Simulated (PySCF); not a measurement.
C6H10FO (doublet state).
Z-matrix (Å and degrees, GFN2-xTB geometry), rows numbered from 1:
```
C 
O   1  1.4058
C   2  1.3629  1  119.33
C   3  1.4944  2  111.99  1  -179.21
C   3  1.3820  2  124.64  1     0.76
C   5  1.3735  3  124.95  2  -179.14
C   6  1.4886  5  123.19  3   179.99
F   7  1.3743  6  112.61  5     3.66
H   1  1.0890  2  105.77  3   177.89
H   1  1.0947  2  111.46  3   -63.30
H   1  1.0945  2  111.51  3    59.12
H   4  1.0897  3  110.70  2  -120.42
H   4  1.0861  3  109.13  2    -0.33
H   4  1.0899  3  110.80  2   119.79
H   5  1.0803  3  118.70  2     1.14
H   6  1.0767  5  122.09  3     0.87
H   7  1.1003  6  111.47  5   123.15
H   7  1.1010  6  111.48  5  -115.63
```

The hyperfine couplings belong to this conformer and change with its torsions.

Identity: `CO/C(C)=C/[CH]CF` [radical].

Level of theory: PySCF, UKS B3LYP, pcH-1 on C F H O, non-relativistic, mean-field spin-orbit, GIAO. One conformer (not necessarily the lowest) at the GFN2-xTB geometry, without solvent, vibrations or thermal averaging. A GFN2-xTB geometry isn't a minimum of the functional, and hyperfine couplings can be far from their values at a DFT geometry. No stability test was run, so a lower SCF solution isn't excluded.

Q: Where do the isotropic ENDOR lines of F8, H17/H18, H16, H12/H13/H14, H15 and H9/H10/H11 fall at 338.7 mT, to first order?

A: ν± = |νn ± a/2|, one line for each electron-spin manifold; νn = |g_N| × 7.62259 MHz/T × B.

| nuclei | isotope | g_N | νn (MHz) | a_iso (MHz) | lower line (MHz) | upper line (MHz) |
| --- | --- | --- | --- | --- | --- | --- |
| F8 | 19F | 5.2577 | 13.57 | -3.13 | 12.01 | 15.14 |
| H17/H18 | 1H | 5.5857 | 14.42 | 69.83 | 20.50 | 49.34 |
| H16 | 1H | 5.5857 | 14.42 | -38.05 | 4.60 | 33.45 |
| H12/H13/H14 | 1H | 5.5857 | 14.42 | 29.79 | 0.47 | 29.31 |
| H15 | 1H | 5.5857 | 14.42 | 9.12 | 9.86 | 18.98 |
| H9/H10/H11 | 1H | 5.5857 | 14.42 | 5.78 | 11.53 | 17.31 |

Q: Which pairs are centred on the nuclear Larmor frequency, and which on half the coupling?

A: Centred on νn, since |a| < 2νn: F8, H15 and H9/H10/H11. Centred on |a|/2 and split by 2νn: H17/H18, H16 and H12/H13/H14.

Q: At what field would the lower line of H15 fall to zero frequency?

A: Where νn = |a|/2, that is B = 4.56 MHz/(5.5857 × 7.62259 MHz/T) = 107 mT, as far as first order holds there.

Nuclei that the bonding pattern makes equivalent are averaged, as if the motion that swaps them (rotation, inversion, ring flip) were fast. The three 1H nuclei of mean +29.8 MHz run from 1.2 to 44.8 MHz in the frozen geometry. The three 1H nuclei of mean +5.8 MHz run from -1.1 to 9.7 MHz in the frozen geometry.

Largest spin populations (Mulliken): C6 (+0.62), C3 (+0.51), C5 (-0.21) and O2 (+0.08). The angles at C6 add up to 360.0°, so it is planar; its axial dipolar tensor and the negative coupling of its proton fit spin in a p orbital normal to that plane.
